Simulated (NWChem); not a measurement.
A series in which one site is exchanged, each optimised at PBE0/def2-SVP with NWChem, gas phase unless a solvent is named. All stand in one matching conformer (torsions within 35°), which need not be the lowest. For some, no frequency run checked for a minimum. def2 effective core potentials on Cd, I; no spin-orbit coupling.

A: [Cd]([NH2])[I] (CdNH2I; site = I)
B: [NH2][CdH] (CdNH3; site = H)
C: [F][Cd][NH2] (CdNH2F; site = F)
D: [NH2][Cd][Cl] (CdNH2Cl; site = Cl)

Values for A:

| Item | Value |
|---|---|
| dipole (D), PBE0/def2-SVP | 2.45 |
| orbital gap (eV), PBE0/def2-SVP | 5.60 |
| vertical ionisation energy, ΔSCF, PBE/def2-SVP (eV) | 8.64 |
| static polarisability, CAM-B3LYP/def2-SVPD (bohr³) | 76.7 |

Q: How do these values change for the other members?

A: 
```tsv
change from A	B	C	D
dipole (D), PBE0/def2-SVP	-1.36	+0.17	+0.23
orbital gap (eV), PBE0/def2-SVP	+0.38	+0.40	+0.31
vertical ionisation energy, ΔSCF, PBE/def2-SVP (eV)	+0.18	+0.81	+0.50
static polarisability, CAM-B3LYP/def2-SVPD (bohr³)	-35.3	-39.8	-23.9
```
